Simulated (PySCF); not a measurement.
# Correlation energy of Se⁺ (selenium, charge +1)

[Ar] 3d10 4s2 4p3, high-spin 4S determinant. All numbers are calculated (PySCF 2.14, the non-relativistic Hamiltonian (point nucleus), in def2-TZVP). Frozen: [Ar] 3d10; 5 electrons correlated.

MP2 pair energies summed by pair of shells (mhartree):

| pair | energy | share (%) |
| --- | --- | --- |
| 4s-4p | -50.33 | 66.4 |
| 4p-4p | -16.61 | 21.9 |
| 4s-4s | -8.88 | 11.7 |

Total MP2 correlation energy: -75.83 mhartree.

Same-spin part -19.86 and opposite-spin part -55.97 mhartree; SCS-MP2 scales them by 1/3 and 6/5 to -73.78 mhartree.

```json
{"level": "CCSD", "correlation energy (mhartree)": "-90.64"}
{"level": "(T)", "correlation energy (mhartree)": "-2.63"}
{"level": "CCSD(T)", "correlation energy (mhartree)": "-93.27"}
```

Diagnostics: T1 = 0.0020, D1 = 0.0046, largest double amplitude 0.053.

Q: Is a single reference adequate?

A: Yes, within this model without spin-orbit coupling: T1 lies below 0.03 and no double amplitude reaches 0.07.
